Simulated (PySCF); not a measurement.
Gas-phase XPS of `FC[SiH2]S[SiH3]`, computed

Species: CH7FSSi2.
Bonds: F1–C2, C2–Si3, Si3–S4, S4–Si5. Hydrogens: H6, H7 on C2; H8, H9 on Si3; H10, H11, H12 on Si5.

Theory: delta-SCF UKS SCAN, pcX-2 on the ionised atom, pcseg-1 elsewhere, spin-free X2C (PySCF 2.14.0). Each binding energy is the total energy of the core-ionised species, with the hole localised on one atom, minus that of the ground state; both are solved self-consistently, so orbital relaxation is included.

Task: Give the core binding energies atom by atom.

Result: 
```tsv
atom(s)	bonded to	level	binding energy (eV)	2p1/2 (eV)	above the level's lowest (eV)	count
S4	2 Si	S 1s	2476.30	–	0.00	1
Si3	S, C and 2 H	Si 1s	1846.96	–	+0.01	1
Si5	S and 3 H	Si 1s	1846.95	–	0.00	1
F1	C	F 1s	692.48	–	0.00	1
C2	F, 2 H and Si	C 1s	292.61	–	0.00	1
Si5	S and 3 H	Si 2p3/2	107.18	107.81	+0.01	1
Si3	S, C and 2 H	Si 2p3/2	107.17	107.79	0.00	1
```

The 2 Si 1s values lie within 0.01 eV of each other; Gaussian lines of 0.5 eV full width would blend them into one maximum.

The 2 Si 2p3/2 values lie within 0.01 eV of each other.

Task: Which photon energy gives electrons from S 1s of S4 a kinetic energy of 200 eV, and what is their de Broglie wavelength?

Result: hν = 2476.30 + 200 = 2676.30 eV, recoil neglected; λ = 12.264 Å/√(E/eV) = 0.87 Å.

Task: Give the binding energy of S 1s of S4 in hartree and in kJ/mol.

Result: 2476.30 eV = 91.0023 Eh = 238927 kJ/mol.

Not every level is listed. Spin–orbit coupling isn't in the SCF: each 2p doublet comes from a relaxed spin-free hole plus a matrix of the shell (mean-field spin–orbit coupling and the ground-state 2p splitting), with 2p3/2 averaged over its two sublevels. 2p1/2 minus 2p3/2 (ligand field included): Si 0.62 eV. Isolated species at its GFN2-xTB geometry (one conformer only).

Conformer computed: `[F:1][CH2:2][SiH2:3][S:4][SiH3:5]`: F1–C2–Si3–S4 68°, C2–Si3–S4–Si5 -46°.
